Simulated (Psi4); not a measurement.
Pair of molecules, SMILES O with SMILES [GeH4] (the first has 3 atoms); geometry from B3LYP-D3(BJ)/def2-TZVP.
(charge 0, multiplicity 1):
```tsv
atom	x (Å)	y (Å)	z (Å)
O	0.2621	-0.1240	0.4007
H	-0.6530	0.0334	0.1450
H	0.7021	0.7273	0.3054
Ge	-0.1671	-0.0486	3.6465
H	-0.3970	0.0353	5.1680
H	-0.5968	1.2894	3.0232
H	-1.0202	-1.1881	3.0766
H	1.3210	-0.2988	3.3781
```

Method: Psi4 1.11 with SAPT0/aug-cc-pVDZ.

Q: Give the four SAPT terms and the total, and say what mostly holds the pair together.

A: electrostatics -105.8, exchange 133.6, induction -23.1, dispersion -67.4, total -62.7 meV; the largest attraction is electrostatics.
